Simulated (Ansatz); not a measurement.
A nudged elastic band was laid between two geometries of BrH3OSi + H2O (9 atoms, charge 0, multiplicity 1).

Theory: RKS PBE0/def2-SVP in Ansatz.

- movable images: 9
- climbing image: yes
- spring: 5.0 eV/Å²
- optimiser: quadratic models (default)
- start path: through a guess of the saddle point
- force threshold: 0.05 eV/Å
- iteration limit: 60
- end points: relaxed

First end point:

```xyz
9
Properties=species:S:1:pos:R:3
Si -1.024 -0.574 0.715
Br 0.909 -1.695 1.067
H -1.563 -1.180 -0.535
H -1.901 -0.835 1.881
O -0.745 1.034 0.604
H 1.214 0.673 -1.976
O 1.358 1.017 -1.087
H -0.050 1.265 -0.051
H 1.801 0.295 -0.617
```

Last end point:

```xyz
9
Properties=species:S:1:pos:R:3
Si -0.721 -0.373 0.630
Br 1.244 0.766 -2.418
H -1.445 -1.252 -0.322
H -1.087 -0.614 2.048
O -0.979 1.236 0.364
H 1.321 -0.065 -1.228
O 0.900 -0.782 0.386
H -0.755 1.561 -0.518
H 1.521 -0.477 1.058
```

(1) Which bonds break or form, and what moves?

(2) What energy profile does the band end with?

(3) What is the geometry of the highest image?

(4) What are the harmonic wavenumbers there?

The band took 35 iterations and roughly 21 core-minutes.

Answers

(1) Bonds broken: Si1–Br2, H6–O7. Bonds formed: Si1–O7, Br2–H6. BrH3OSi + H2O becomes BrH + H4O2Si.

(2) The run converged. The highest image is number 4 of 0 to 10, 0.94 eV above the first end and 0.77 eV above the last; the last end lies 0.17 eV above the first. A vibrational analysis at the climbing image gives one clearly imaginary mode, 147i cm⁻¹: a first-order saddle point. The orbitals stay closed-shell, which can raise the energy where a bond breaks towards radicals; this wasn't checked here.

```json
{"image": "0", "path coordinate (Å)": "0.00", "energy (eV)": "0.00", "Si1–Br2 (Å)": "2.26", "H6–O7 (Å)": "0.96", "Si1–O7 (Å)": "3.38"}
{"image": "1", "path coordinate (Å)": "0.96", "energy (eV)": "0.02", "Si1–Br2 (Å)": "2.26", "H6–O7 (Å)": "0.97", "Si1–O7 (Å)": "3.50"}
{"image": "2", "path coordinate (Å)": "1.91", "energy (eV)": "0.15", "Si1–Br2 (Å)": "2.27", "H6–O7 (Å)": "0.97", "Si1–O7 (Å)": "3.26"}
{"image": "3", "path coordinate (Å)": "2.87", "energy (eV)": "0.63", "Si1–Br2 (Å)": "2.30", "H6–O7 (Å)": "0.97", "Si1–O7 (Å)": "2.74"}
{"image": "4", "path coordinate (Å)": "3.83", "energy (eV)": "0.94", "Si1–Br2 (Å)": "2.47", "H6–O7 (Å)": "0.98", "Si1–O7 (Å)": "2.03"}
{"image": "5", "path coordinate (Å)": "5.01", "energy (eV)": "0.55", "Si1–Br2 (Å)": "3.20", "H6–O7 (Å)": "1.57", "Si1–O7 (Å)": "1.72"}
{"image": "6", "path coordinate (Å)": "6.20", "energy (eV)": "0.24", "Si1–Br2 (Å)": "4.10", "H6–O7 (Å)": "1.84", "Si1–O7 (Å)": "1.68"}
{"image": "7", "path coordinate (Å)": "7.38", "energy (eV)": "0.22", "Si1–Br2 (Å)": "4.45", "H6–O7 (Å)": "1.83", "Si1–O7 (Å)": "1.68"}
{"image": "8", "path coordinate (Å)": "8.57", "energy (eV)": "0.21", "Si1–Br2 (Å)": "4.48", "H6–O7 (Å)": "1.82", "Si1–O7 (Å)": "1.68"}
{"image": "9", "path coordinate (Å)": "9.76", "energy (eV)": "0.20", "Si1–Br2 (Å)": "4.20", "H6–O7 (Å)": "1.81", "Si1–O7 (Å)": "1.68"}
{"image": "10", "path coordinate (Å)": "10.94", "energy (eV)": "0.17", "Si1–Br2 (Å)": "3.80", "H6–O7 (Å)": "1.82", "Si1–O7 (Å)": "1.69"}
```

(3) 
```xyz
9
Properties=species:S:1:pos:R:3
Si -0.572 -0.337 0.365
Br 0.849 -2.339 0.150
H -1.554 -0.814 -0.639
H -0.705 -0.650 1.807
O -0.864 1.325 0.545
H 1.628 -0.410 -0.798
O 0.973 0.322 -0.777
H -1.115 1.783 -0.264
H 1.361 1.120 -0.389
```

(4) 147i, 144, 255, 268, 309, 381, 475, 526, 624, 757, 813, 823, 847, 956, 1010, 1510, 2260, 2296, 3543, 3840, 3896 cm⁻¹.

Run time: 11 min on 2 threads of AMD EPYC 7R13 Processor (Zen 3), on a shared host, peak memory 0.27 GiB.
